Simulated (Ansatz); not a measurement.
One change: `NP(S)[SeH]` becomes `SP([SeH])BCl`.

Ansatz, PBE0-D4/def2-TZVP geometries, multiplicity 1. Each molecule was computed in one conformer, which needn't be the lowest.

Scalar relativity is left out up to krypton.

| property | `NP(S)[SeH]` |
| --- | --- |
| HOMO energy (ωB97M-V/def2-TZVPP) / eV | -8.43 |
| size of the dipole moment (PBE/def2-TZVPP) / D | 1.93 |
| LUMO energy (ωB97M-V/def2-TZVPP) / eV | 1.11 |
| LUMO energy (PBE/def2-TZVPP) / eV | -1.59 |
| HOMO–LUMO gap (PBE0/def2-TZVPP) / eV | 5.61 |
| zero-point energy (PBE0-D4/def2-TZVP) / kJ/mol | 119.8 |

Problem. What does the change do to each property? (Estimate.)

Solution. The calculation gave: 
```csv
property,`SP([SeH])BCl`,shift
HOMO energy (ωB97M-V/def2-TZVPP) / eV,-9.10,-0.67
size of the dipole moment (PBE/def2-TZVPP) / D,1.39,-0.54
LUMO energy (ωB97M-V/def2-TZVPP) / eV,-0.44,-1.55
LUMO energy (PBE/def2-TZVPP) / eV,-3.20,-1.61
HOMO–LUMO gap (PBE0/def2-TZVPP) / eV,4.69,-0.92
zero-point energy (PBE0-D4/def2-TZVP) / kJ/mol,89.1,-30.7
```

With PBE0 the HOMO falls by 0.69 eV and the LUMO falls by 1.60 eV, so the gap narrows by about 0.91 eV. PBE moves the HOMO by -0.70 eV and ωB97M-V by -0.67 eV. Dipoles are sizes alone; their direction can turn.

Spin–orbit coupling is left out; it splits and shifts lone-pair levels of the heavy atoms by tenths of an eV.
